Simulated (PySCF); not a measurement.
**Ce(IV) with more and more SH**

Computed with PySCF 2.14.0, PBE0, def2-SVP on the ligands, density fitting, scalar-relativistic core potentials, no spin-orbit coupling, vacuum. The metal has lcecp-2-SVP with ECP46. Each complex is relaxed within the symmetry of its template. Distances are means of the shortest metal–ligand contacts, charges and spins Mulliken's; removal energies are rigid, with the ligand's formal charge and no counterpoise, so too large; for an anion taken off a cation in vacuum most of it is the attraction of opposite charges, and multiply charged cations can part far more cheaply with an electron moved from ligand to metal. lcecp potentials hold a fixed number of 4f electrons in the core, out of states, spins and gaps.

| complex | point group | M–SH (Å) | charge on M (e) | removal of one SH (eV) | strongest infrared band, degenerate modes summed (cm⁻¹) | unstable modes (below −25 cm⁻¹) |
| --- | --- | --- | --- | --- | --- | --- |
| [Ce(SH)2]2+ | C2v | 2.437 | 1.59 | 22.14 | 2588 | 0 |
| Ce(SH)4 | S4 | 2.591 | 0.95 | 9.44 | 339 | 0 |

**Question.** What does the calculation give for [Ce(SH)3]+?

**Answer.** point group: C3, M–SH (Å): 2.514, charge on M (e): 1.15, removal of one SH (eV): 14.74, strongest infrared band, degenerate modes summed (cm⁻¹): 2676, unstable modes (below −25 cm⁻¹): 0.
```xyz
7

Ce    0.0000    0.0000   -0.0246
S     2.2992    0.3914    0.9128
H     2.5375   -0.8093    1.5003
S    -1.4886    1.7955    0.9128
H    -0.5679    2.6022    1.5003
S    -0.8106   -2.1869    0.9128
H    -1.9696   -1.7929    1.5003
```

The more ligands, the longer each bond and the weaker the last ligand is held.

Moved off a saddle point of the template and relaxed again: [Ce(SH)3]+. One start shape was tried for each, so a minimum needn't be the lowest isomer.
